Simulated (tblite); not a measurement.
C6H15PS.
Bonds: C1–C2, C2–C3, C3–C4, C4–P5, P5–C6, C6–S7, S7–C8. Hydrogens: H9, H10, H11 on C1; H12, H13 on C2; H14, H15 on C3; H16, H17 on C4; H18 on P5; H19, H20 on C6; H21, H22, H23 on C8.

Computed with GFN2-xTB (tblite), gas phase: L-BFGS steps from a force-field or distance-geometry start until the largest atomic force falls under 0.01 eV/Å.

Step 0: E = -714.0290 eV
```
atom  x, y, z in Å  |  force x, y, z in eV/Å
C1     -4.0233   -0.3247   -0.9804   -0.720  -0.075  -0.102
C2     -2.9019    0.2976   -0.1859    0.402  -0.299   0.619
C3     -1.5454   -0.3619   -0.5092   -0.502   0.559  -0.409
C4     -0.4212    0.2736    0.2908   -0.208  -0.478   0.745
P5      1.2074   -0.5101   -0.0957   -0.316  -0.250  -1.268
C6      2.2333    0.2690    1.1862   -0.066   0.210   0.731
S7      3.7509   -0.7188    1.1830    0.636   0.028   0.213
C8      4.6910    0.1560   -0.0924   -0.035   0.412  -0.432
H9     -4.9764    0.1553   -0.7220    0.207  -0.127  -0.076
H10    -3.8702   -0.1956   -2.0496    0.060  -0.028   0.001
H11    -4.1284   -1.3941   -0.7722    0.122   0.206  -0.025
H12    -3.1133    0.1739    0.8947    0.121   0.015  -0.382
H13    -2.8565    1.3699   -0.3735    0.072   0.038  -0.116
H14    -1.3514   -0.2470   -1.5890    0.018  -0.012   0.295
H15    -1.6163   -1.4271   -0.3092    0.079  -0.151   0.112
H16    -0.3622    1.3410    0.1021    0.078   0.208  -0.203
H17    -0.6219    0.1523    1.3730    0.013   0.038  -0.237
H18     1.0030   -1.7575    0.5396   -0.019   0.387   0.157
H19     2.4487    1.3276    1.0006    0.065  -0.200  -0.106
H20     1.7735    0.1863    2.1787    0.139  -0.027   0.005
H21     5.6677   -0.3044   -0.1890   -0.018  -0.154   0.147
H22     4.1799    0.0896   -1.0627    0.004   0.024   0.352
H23     4.8284    1.2078    0.1921   -0.133  -0.326  -0.022
```

Step 1: E = -714.0917 eV
```
atom  x, y, z in Å  |  force x, y, z in eV/Å
C1     -4.0336   -0.3258   -0.9818   -0.053   0.019   0.014
C2     -2.8961    0.2933   -0.1770   -0.092  -0.006  -0.057
C3     -1.5526   -0.3539   -0.5151   -0.203  -0.004   0.105
C4     -0.4242    0.2668    0.3015   -0.136  -0.036   0.028
P5      1.2028   -0.5137   -0.1138   -0.151  -0.055  -0.659
C6      2.2324    0.2720    1.1967    0.006  -0.107   0.077
S7      3.7600   -0.7184    1.1860    0.449   0.159   0.180
C8      4.6905    0.1618   -0.0986    0.114   0.081  -0.144
H9     -4.9734    0.1535   -0.7231   -0.073   0.006  -0.005
H10    -3.8693   -0.1960   -2.0496    0.034  -0.019   0.021
H11    -4.1267   -1.3912   -0.7726    0.056   0.068  -0.013
H12    -3.1116    0.1741    0.8893    0.084  -0.045  -0.034
H13    -2.8555    1.3705   -0.3751    0.056  -0.114  -0.045
H14    -1.3512   -0.2472   -1.5848    0.032   0.066   0.066
H15    -1.6152   -1.4293   -0.3076    0.058   0.111   0.016
H16    -0.3611    1.3440    0.0992    0.068  -0.113  -0.086
H17    -0.6217    0.1528    1.3697   -0.048  -0.037   0.104
H18     1.0027   -1.7520    0.5418   -0.009   0.357   0.083
H19     2.4497    1.3247    0.9991    0.075  -0.126  -0.077
H20     1.7755    0.1859    2.1788    0.017  -0.056   0.202
H21     5.6675   -0.3066   -0.1869   -0.079  -0.085   0.110
H22     4.1799    0.0900   -1.0577   -0.111   0.018   0.106
H23     4.8264    1.2031    0.1918   -0.092  -0.081   0.010
```

Problem. Estimate the geometry and energy of step 2. (The exact step hangs on the optimiser's Hessian estimate; all steps are aligned on step 1, rigid shifts and turns removed.)

Solution. E = -714.1129 eV, largest force 0.394 eV/Å
```
atom  x, y, z in Å  |  force x, y, z in eV/Å
C1     -4.0367   -0.3256   -0.9819    0.070   0.051   0.008
C2     -2.8967    0.2923   -0.1763   -0.191   0.034  -0.139
C3     -1.5579   -0.3523   -0.5143   -0.035  -0.067   0.111
C4     -0.4274    0.2647    0.3042   -0.077   0.034  -0.128
P5      1.1990   -0.5154   -0.1301   -0.060   0.056  -0.235
C6      2.2323    0.2705    1.2003    0.024  -0.226  -0.168
S7      3.7704   -0.7153    1.1901    0.282   0.211   0.176
C8      4.6925    0.1646   -0.1026    0.078  -0.041   0.009
H9     -4.9742    0.1532   -0.7234   -0.129   0.030   0.006
H10    -3.8685   -0.1964   -2.0492    0.020  -0.012   0.022
H11    -4.1253   -1.3893   -0.7729    0.029   0.003  -0.001
H12    -3.1096    0.1733    0.8875    0.051  -0.049   0.050
H13    -2.8542    1.3684   -0.3763    0.043  -0.086  -0.037
H14    -1.3505   -0.2460   -1.5826    0.013   0.073   0.051
H15    -1.6139   -1.4276   -0.3070    0.025   0.084   0.012
H16    -0.3596    1.3424    0.0969    0.046  -0.148  -0.051
H17    -0.6225    0.1522    1.3710   -0.034  -0.050   0.131
H18     1.0025   -1.7440    0.5438   -0.009   0.317   0.018
H19     2.4513    1.3218    0.9973    0.066  -0.124  -0.054
H20     1.7762    0.1848    2.1826    0.007  -0.074   0.146
H21     5.6659   -0.3087   -0.1844   -0.021  -0.075   0.064
H22     4.1778    0.0904   -1.0546   -0.148   0.006  -0.005
H23     4.8243    1.2006    0.1919   -0.049   0.053   0.014
```

The energy changes by -0.0212 eV. The first-order estimate −F·Δx gives -0.0289 eV and the mean of the old and new forces, exact on a quadratic surface, -0.0213 eV. The step makes an angle of 14° with the force vector and moves no atom by more than 0.017 Å.

The cost below is that of the whole relaxation. On one thread, Intel Xeon 6975P-C (x86_64) (shared host), this took 0.51 s of wall time.
